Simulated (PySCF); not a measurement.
CH₅F₂NSi₂, SMILES C(/[SiH2]F)=N\[SiH2]F.

The structure is a stationary point at TPSSh-D3(BJ)/def2-SVP. The structure was generated by enumeration; whether it is a known compound was not checked. Other conformers were not sampled.

Two levels are set side by side: TDA-PBE/def2-SVPD (PySCF) and TDA-LC-ωPBE/def2-SVPD (PySCF). Vertical, same geometry. The lowest singlet is HOMO→LUMO 100 % with PBE and HOMO→LUMO 96 % with the other functional; states are paired by order. Differences are taken from unrounded values.

```tsv
quantity	TDA-PBE
lowest singlet excitation (eV)	3.38
lowest triplet excitation (TDA) (eV)	2.70
first bright state (f over 0.05) (eV)	5.52
its oscillator strength	0.17
```

Task: These are the TDA-PBE values. What does TDA-LC-ωPBE give? (Estimate from the structure and the level; the computed values follow.)

Result: 
```csv
quantity,TDA-LC-ωPBE,TDA-PBE minus TDA-LC-ωPBE
lowest singlet excitation (eV),3.59,-0.21
lowest triplet excitation (TDA) (eV),2.84,-0.13
first bright state (f over 0.05) (eV),7.36,-1.84
its oscillator strength,0.16,0.01
```

A lower first singlet is the usual sign of a functional without exact exchange. Differences between two approximate levels are no errors against the true value.

Rough cost on one machine, each run with all the roots and properties that it gave: TDA-LC-ωPBE against TDA-PBE about 4 times.
